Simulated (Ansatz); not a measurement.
Isolated molecules relaxed with PBE0-D4/def2-TZVP in Ansatz; ΔE leaves out vibrations. CBS: MP2 limit from def2 TZ/QZ plus the TZ coupled-cluster correction, frozen cores. This one scheme is used for every species. DFT in def2-TZVPP. B3LYP here is the variant with VWN-RPA as its local correlation; programs differ in this. For Se, Ti outer-core shells are correlated without core-valence functions, which leaves a few kJ/mol of doubt a bond. Scalar relativity is left out up to krypton. Each species was taken in one conformer, which may not be the lowest.

Consider the substitution at a C–C bond: `CC(Cl)Cl` + `[OH][Ti]([F])([Cl])[SeH]` → `C[O][Ti]([F])([Cl])[SeH]` + `ClCCl`.

`CC(Cl)Cl`:

```xyz
8

C    -0.614    0.488    0.261
C     0.576   -0.292   -0.228
Cl    0.193   -1.151   -1.735
Cl    1.134   -1.436    1.012
H    -1.445   -0.184    0.476
H    -0.349    1.028    1.171
H    -0.923    1.202   -0.504
H     1.427    0.345   -0.453
```

`[OH][Ti]([F])([Cl])[SeH]`:

Cartesian coordinates in Å:
```
O 1.094 -0.691 1.181
Ti -0.215 -0.257 0.101
F -1.600 0.407 0.934
Cl -0.861 -1.967 -1.114
Se 0.746 1.455 -1.300
H 1.420 -0.649 2.081
H -0.585 1.703 -1.883
```

`C[O][Ti]([F])([Cl])[SeH]`:

Cartesian coordinates in Å:
```
C 1.114 0.673 -1.534
O 0.292 0.280 -0.477
Ti -0.887 -0.146 0.709
F -1.526 1.252 1.556
Cl -2.541 -1.267 -0.214
Se 0.354 -1.549 2.237
H 0.753 0.229 -2.464
H 1.108 1.762 -1.621
H 2.134 0.332 -1.342
H -0.802 -1.566 3.151
```

`ClCCl`:

Z-matrix (Å, degrees):
```
C
Cl 1 1.762
Cl 1 1.762 2 112.9
H 1 1.086 2 108.1 3 119.6
H 1 1.086 2 108.1 3 -119.6
```

| level | ΔE (kJ/mol) | difference from CCSD(T)/CBS |
| --- | --- | --- |
| PBE-D4 | 46.3 | -4.5 |
| r2SCAN-D4 | 49.7 | -1.1 |
| PBE0-D4 | 48.5 | -2.3 |
| B3LYP-D4 | 42.2 | -8.6 |
| ωB97X-V | 48.1 | -2.7 |
| ωB97M-V | 52.5 | 1.7 |
| B2PLYP | 42.2 | -8.6 |
| PBE | 44.7 | -6.1 |
| r2SCAN | 49.8 | -1.0 |
| PBE0 | 47.5 | -3.3 |
| B3LYP | 39.4 | -11.4 |
| HF/def2-TZVPP | 38.0 | -12.8 |
| MP2/def2-TZVPP | 50.9 | 0.1 |
| SCS-MP2/def2-TZVPP | 45.9 | -4.9 |
| CCSD/def2-TZVPP | 47.4 | -3.4 |
| CCSD(T)/def2-TZVPP | 46.7 | -4.1 |
| HF/def2-QZVPP | 37.9 | -12.9 |
| MP2/def2-QZVPP | 53.2 | 2.4 |
| SCS-MP2/def2-QZVPP | 48.3 | -2.5 |
| HF/CBS(def2) | 37.9 | -12.9 |
| MP2/CBS(def2) | 55.0 | 4.2 |
| CCSD/CBS(def2) | 51.5 | 0.7 |
| CCSD(T)/CBS | 50.8 | 0 |

Largest T1 diagnostic among the species: 0.023, so the coupled-cluster value is less sure than usual.

In def2-TZVPP, CCSD(T) changes the Hartree–Fock value by +8.7 kJ/mol (the triples alone add −0.7 kJ/mol) and MP2 by +12.9 kJ/mol.
